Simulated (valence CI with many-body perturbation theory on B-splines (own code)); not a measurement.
Values are calculated unless marked as measured or tabulated.
**O⁺ in three bases**

Level of theory: relativistic CI+MBPT: five valence electrons over a frozen Dirac-Fock core [He], radial functions for each j: 9 s, 9 p, 8 d, 6 f, 3 g, 1 h, with the one-electron correlation potential Σ1, the two-electron term Σ2, the three-electron term Σ3, Breit, model QED; selected CI, second order for the rest, scaled by the run's own slope (own B-spline code, finite nucleus).

Set against measurement, 32 paired levels are off by 149 cm⁻¹ on average, the worst by 424. Among the levels kept, up to 2100 cm⁻¹ of a level comes from second order outside the variational space, and about a tenth of that is noise between levels of different J, which matters for small intervals.

The reference run has the lowest level 2s2 2p3 4S°_3/2 and an ionisation energy of 35.0950 eV. Its largest variational space holds 23445 state functions.

Changed runs:
A. basis 6 s, 6 p, 5 d, 3 f, 1 g
B. basis 5 s, 5 p, 4 d, 2 f

Excitation energies of the reference run in cm⁻¹, and shifts in cm⁻¹:

| Level | Reference | A | B |
| --- | --- | --- | --- |
| 2s2 2p3 2D°_5/2 | 26989 | +185 | +597 |
| 2s2 2p3 2D°_3/2 | 27015 | +182 | +593 |
| 2s2 2p3 2P°_1/2 | 40701 | +223 | +704 |
| 2s2 2p3 2P°_3/2 | 40704 | +219 | +698 |
| 2s 2p4 4P_5/2 | 119915 | +17 | +214 |
| 2s 2p4 4P_3/2 | 120062 | +32 | +230 |
| 2s 2p4 4P_1/2 | 120123 | +56 | +257 |
| 2s 2p4 2D_3/2 | 166262 | +224 | +960 |
| 2s 2p4 2D_5/2 | 166267 | +208 | +943 |
| 2s2 2p2 3s 4P_1/2 | 185083 | -18 | -94 |
| 2s2 2p2 3s 4P_3/2 | 185215 | -43 | -124 |
| 2s2 2p2 3s 4P_5/2 | 185368 | -38 | -119 |
| Ionisation energy (eV) | 35.0950 | -0.0069 | -0.0296 |
